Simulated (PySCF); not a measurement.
Correlation energy of Se²⁺ (selenium, charge +2)

[Ar] 3d10 4s2 4p1 5s1, high-spin 3P determinant (an excited configuration). Calculation: PySCF 2.14, in aug-cc-pVDZ-DK; scalar relativity by spin-free X2C-1e. Frozen: [Ar] 3d10; 4 electrons correlated.

```
  level  correlation energy (mhartree)
   CCSD                         -61.91
    (T)                          -1.00
CCSD(T)                         -62.91
```

Diagnostics: T1 = 0.084, D1 = 0.2366, largest double amplitude 0.091.

The outer electron is Rydberg-like, and this basis confines it to a smaller radius and binds it less than a complete one would. T1 exceeds 0.03, a sign that the reference determinant is poor.

Cost of the coupled-cluster step: of the order of 0.5 core-seconds, for 4 correlated electrons.

Iterations:

```
CC2 = 0
CCSD nocc = (np.int64(3), np.int64(1)), nmo = (22, 22)
frozen orbitals [[0, 1, 2, 3, 4, 5, 6, 7, 8, 9, 10, 11, 12, 13], [0, 1, 2, 3, 4, 5, 6, 7, 8, 9, 10, 11, 12, 13]]
max_cycle = 100
direct = 0
conv_tol = 1e-08
conv_tol_normt = 1e-06
diis_space = 8
diis_start_cycle = 0
Init t2, MP2 energy = -0.0451920926365364
Init E_corr(UCCSD) = -0.0451920926366137
cycle = 1  E_corr(UCCSD) = -0.0569310113304326  dE = -0.0117389187  norm(t1,t2) = 0.0526413
cycle = 2  E_corr(UCCSD) = -0.0604394690477341  dE = -0.00350845772  norm(t1,t2) = 0.0288489
cycle = 3  E_corr(UCCSD) = -0.0621075955241173  dE = -0.00166812648  norm(t1,t2) = 0.0256458
cycle = 4  E_corr(UCCSD) = -0.0618925500490039  dE = 0.000215045475  norm(t1,t2) = 0.0284327
cycle = 5  E_corr(UCCSD) = -0.0616703964100144  dE = 0.000222153639  norm(t1,t2) = 0.0177699
cycle = 6  E_corr(UCCSD) = -0.0618075694238772  dE = -0.000137173014  norm(t1,t2) = 0.0110249
cycle = 7  E_corr(UCCSD) = -0.0616549192116959  dE = 0.000152650212  norm(t1,t2) = 0.00475744
cycle = 8  E_corr(UCCSD) = -0.0618618089901553  dE = -0.000206889778  norm(t1,t2) = 0.00406582
cycle = 9  E_corr(UCCSD) = -0.0617460624644581  dE = 0.000115746526  norm(t1,t2) = 0.00359243
cycle = 10  E_corr(UCCSD) = -0.0618957472179436  dE = -0.000149684753  norm(t1,t2) = 0.00216771
cycle = 11  E_corr(UCCSD) = -0.0618529478493202  dE = 4.27993686e-05  norm(t1,t2) = 0.00185025
cycle = 12  E_corr(UCCSD) = -0.0619263984886884  dE = -7.34506394e-05  norm(t1,t2) = 0.00172848
cycle = 13  E_corr(UCCSD) = -0.0619087684234722  dE = 1.76300652e-05  norm(t1,t2) = 0.00200026
cycle = 14  E_corr(UCCSD) = -0.0619065566963459  dE = 2.21172713e-06  norm(t1,t2) = 0.000196754
cycle = 15  E_corr(UCCSD) = -0.0619061064901202  dE = 4.50206226e-07  norm(t1,t2) = 7.74842e-05
cycle = 16  E_corr(UCCSD) = -0.0619054850496106  dE = 6.2144051e-07  norm(t1,t2) = 6.1751e-05
cycle = 17  E_corr(UCCSD) = -0.0619062195428923  dE = -7.34493282e-07  norm(t1,t2) = 6.21071e-05
cycle = 18  E_corr(UCCSD) = -0.0619057073507793  dE = 5.12192113e-07  norm(t1,t2) = 3.39569e-05
cycle = 19  E_corr(UCCSD) = -0.0619057614271492  dE = -5.40763699e-08  norm(t1,t2) = 8.57909e-06
cycle = 20  E_corr(UCCSD) = -0.0619059899099854  dE = -2.28482836e-07  norm(t1,t2) = 5.56942e-06
cycle = 21  E_corr(UCCSD) = -0.0619060637703778  dE = -7.38603924e-08  norm(t1,t2) = 2.23177e-06
cycle = 22  E_corr(UCCSD) = -0.0619061029034622  dE = -3.91330844e-08  norm(t1,t2) = 1.58077e-06
cycle = 23  E_corr(UCCSD) = -0.0619060970080929  dE = 5.8953693e-09  norm(t1,t2) = 1.09193e-06
cycle = 24  E_corr(UCCSD) = -0.0619061303972606  dE = -3.33891677e-08  norm(t1,t2) = 1.8451e-06
cycle = 25  E_corr(UCCSD) = -0.0619061202149215  dE = 1.01823392e-08  norm(t1,t2) = 7.45968e-07
cycle = 26  E_corr(UCCSD) = -0.0619061094037668  dE = 1.08111546e-08  norm(t1,t2) = 4.39467e-07
cycle = 27  E_corr(UCCSD) = -0.061906097699996  dE = 1.17037709e-08  norm(t1,t2) = 2.88315e-07
cycle = 28  E_corr(UCCSD) = -0.0619060960784939  dE = 1.62150204e-09  norm(t1,t2) = 1.29714e-07
UCCSD converged
E(UCCSD) = -2426.375897086671  E_corr = -0.06190609607849392
UCCSD(T) correction = -0.000998303544909681
```
